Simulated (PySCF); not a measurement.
Job for PySCF: R-MP2/6-31G* on C2H7F2N (a complex), monomers drawn apart or pushed together.

```python
from pyscf import gto, scf, dft, mp
from pyscf.data.elements import chemcore

mol = gto.M(
    atom='''
    C    -0.28235628   -0.60096315   -0.16686685
    N     0.25922160    0.61472378    0.44706474
    H    -1.03063703   -1.03298174    0.49794776
    H     0.51842747   -1.33387373   -0.27681043
    H    -0.74243522   -0.45189035   -1.15176554
    H    -0.46966179    1.30864798    0.56599624
    H     0.96804064    1.03219841   -0.14408010
    F    -1.01075281   -1.16495324    3.02913639
    C     0.10263382   -0.44392991    3.37256808
    F    -0.29175414    0.57821095    4.18956408
    H     0.53341300   -0.02619895    2.46161786
    H     0.76944675   -1.09760009    3.93765581
    ''',
    basis='6-31g*',
    cart=True,
    charge=0, spin=0, verbose=3, max_memory=1800)
mf = scf.RHF(mol)
mf.conv_tol = 1e-8
mf.max_cycle = 100
mf.kernel()
if not mf.converged:
    mf = mf.newton().run(mf.mo_coeff, mf.mo_occ)
pt = mp.MP2(mf, frozen=chemcore(mol)).run()
```

The log:

```
converged SCF energy = -333.106899534543
E(RMP2) = -333.877147334798  E_corr = -0.77024780025544
E(SCS-RMP2) = -333.860695604177  E_corr = -0.753796069634423
```

Self-consistency was reached.

Cost: around 1.2 core-seconds (rough).
